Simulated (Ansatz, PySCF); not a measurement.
W(NH)(S)(Cl)(Me) (CH4ClNSW), SMILES [S]=[W]([Cl])(=[NH])[CH3], multiplicity 1. Atoms are numbered in the order given.

```xyz
9

W     -0.0757    -0.1603    -0.0031
N     -0.4104    -1.2314    -1.3238
H     -0.1886    -1.8937    -2.0623
S      1.9745    -0.3250     0.5511
Cl    -0.8003     1.9704    -0.4250
C     -1.1269    -1.0534     1.5755
H     -0.8343    -2.0981     1.7558
H     -2.1995    -1.0315     1.3131
H     -0.9539    -0.4696     2.4953
```

Geometry optimised at PBE0-D3(BJ)/def2-SVP. The spin state was assumed, not searched. The structure was generated by enumeration; whether it is a known compound was not checked. The def2 effective core potentials stand for the cores of W; spin–orbit coupling is left out.

Two levels are set side by side: PBE-D3(BJ)/def2-SVP (Ansatz, a quantum-chemistry and plane-wave program) and PBE0-D3(BJ)/def2-SVP (Ansatz). Each level has its own optimised geometry; the coordinates shown are those of the second. Frequencies come from the Hessian of PySCF at each geometry. Differences are taken from unrounded values.

```json
[
 {"quantity": "mean bond length (Å)", "PBE0-D3(BJ)": "1.572"},
 {"quantity": "bond W1–N2 (Å)", "PBE0-D3(BJ)": "1.733"},
 {"quantity": "bond W1–S4 (Å)", "PBE0-D3(BJ)": "2.130"},
 {"quantity": "bond W1–Cl5 (Å)", "PBE0-D3(BJ)": "2.290"},
 {"quantity": "bond W1–C6 (Å)", "PBE0-D3(BJ)": "2.096"},
 {"quantity": "bond N2–H3 (Å)", "PBE0-D3(BJ)": "1.016"},
 {"quantity": "bond C6–H7 (Å)", "PBE0-D3(BJ)": "1.100"},
 {"quantity": "bond C6–H8 (Å)", "PBE0-D3(BJ)": "1.104"},
 {"quantity": "bond C6–H9 (Å)", "PBE0-D3(BJ)": "1.103"},
 {"quantity": "highest harmonic wavenumber (cm⁻¹)", "PBE0-D3(BJ)": "3651"},
 {"quantity": "mean harmonic wavenumber (cm⁻¹)", "PBE0-D3(BJ)": "1105"},
 {"quantity": "zero-point energy (kcal/mol)", "PBE0-D3(BJ)": "33.17"}
]
```

Problem. What does PBE-D3(BJ) give, and how far is it from PBE0-D3(BJ)? (An estimate is asked for; the answer gives what the named calculation found.)

Solution. 
```csv
quantity,PBE-D3(BJ),PBE-D3(BJ) minus PBE0-D3(BJ)
mean bond length (Å),1.584,0.012
bond W1–N2 (Å),1.754,0.021
bond W1–S4 (Å),2.150,0.020
bond W1–Cl5 (Å),2.301,0.012
bond W1–C6 (Å),2.107,0.011
bond N2–H3 (Å),1.026,0.009
bond C6–H7 (Å),1.108,0.008
bond C6–H8 (Å),1.113,0.008
bond C6–H9 (Å),1.111,0.008
highest harmonic wavenumber (cm⁻¹),3524,-127
mean harmonic wavenumber (cm⁻¹),1066,-39
zero-point energy (kcal/mol),32.00,-1.16
```

Exact exchange shortens and stiffens bonds; PBE has none. Differences between two approximate levels are no errors against the true value.
